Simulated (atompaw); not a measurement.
**terbium: one change to a PAW (atompaw) potential, before and after**

atompaw 4.2.0.5 input, output lines left out:

```
Tb 65
GGA-PBESOL scalarrelativistic loggrid 2001 logderivrange -6 5 276
6 6 5 4 0 0
6 0 1.5
6 1 0
5 2 1
4 3 8
0 0 0
c
c
c
c
v
v
c
c
c
v
v
c
c
v
c
2
2.80 2.45 2.35 2.80
n
n
y
0.7
n
custom polynom vanderbiltortho sinc
3 1 ultrasoft
2.45
2.80
2.65
2.80
2.80
2.80
```

All-electron outer shells of the reference configuration (PBEsol, scalar-relativistic, ld1.x):

```csv
shell,level (eV),outermost node (bohr),outermost maximum (bohr)
5s,-54.36,0.64,1.18
5p,-30.96,0.69,1.33
4f,-12.06,–,0.55
6s,-6.75,1.57,3.24
5d,-5.28,0.77,1.92
6p,-3.45,1.88,4.21
```

Change: reference 5s2 5p6 5d0 6s0 6p0.

Cutoffs: the cutoffs (Ry, on a coarse ladder) from which the occupation-weighted sum of valence levels, in a spherical-Bessel basis at the reference potential, stays within 10 and 1 mRy of its value at 400 Ry; they do not see the model core or the augmentation charge, which bear on the density cutoff.

Q: What does the change do?

A: The potential gets harder (12 Ry and 21 Ry → 15 Ry and 21 Ry); the range in which the s phases agree narrows (upper end 4.2 → -1.0); the range in which the p phases agree narrows (upper end at the end of the scan → -0.8); neither file shows a bound ghost.

| quantity | base | changed |
| --- | --- | --- |
| cutoff, loose | 12 Ry | 15 Ry |
| cutoff, tight | 21 Ry | 21 Ry |
| bound ghosts | none | none |
| s: phases at 2.81 bohr within 0.05 rad from the reference energy up to (Ry; the scan ends near 5) | 4.2 | -1.0 |
| p: phases at 2.81 bohr within 0.05 rad from the reference energy up to (Ry; the scan ends near 5) | to the end of the scan | -0.8 |
| d: phases at 2.81 bohr within 0.05 rad from the reference energy up to (Ry; the scan ends near 5) | 2.8 | to the end of the scan |
| lowest overlap eigenvalue by channel | s 0.69, p 0.84, d 0.95 | s 0.66, p 0.80, d 0.88 |

 The cutoffs see the waves, projectors and local potential, not the compensation charge or the core.
